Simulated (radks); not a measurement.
Task: Valence configurations of Mo III (all share [Kr]). Calculated with a radial shooting solver on a logarithmic mesh with Libxc functionals: Dirac Kohn-Sham, PBEsol, spin-unpolarised, spherical densities, finite nucleus; open shells fill j = l - 1/2 first; Fermi nuclear charge, rms radius 4.4091 fm. Order these by energy: 4d4; 4d2 5s1 5p1; 4d3 5p1; 4d2 5s2; 4d2 5s0.5 5p1.5; 4d1 5s1 5p2; 4d2.5 5s1.5; 4d3 5s1; 4d3 5s0.5 5p0.5; 4d2.5 5s0.5 5p1.

Result: From the lowest, in eV above it: 4d4 0.000; 4d3 5s1 3.981; 4d2.5 5s1.5 6.513; 4d3 5s0.5 5p0.5 6.566; 4d3 5p1 9.157; 4d2 5s2 9.440; 4d2.5 5s0.5 5p1 11.852; 4d2 5s1 5p1 14.945; 4d2 5s0.5 5p1.5 17.711; 4d1 5s1 5p2 28.303. NIST lists [Kr] 4d4 as the ground configuration; this level of theory agrees among the configurations tried. The energies are those of spherical spin-averaged densities, not of single terms.
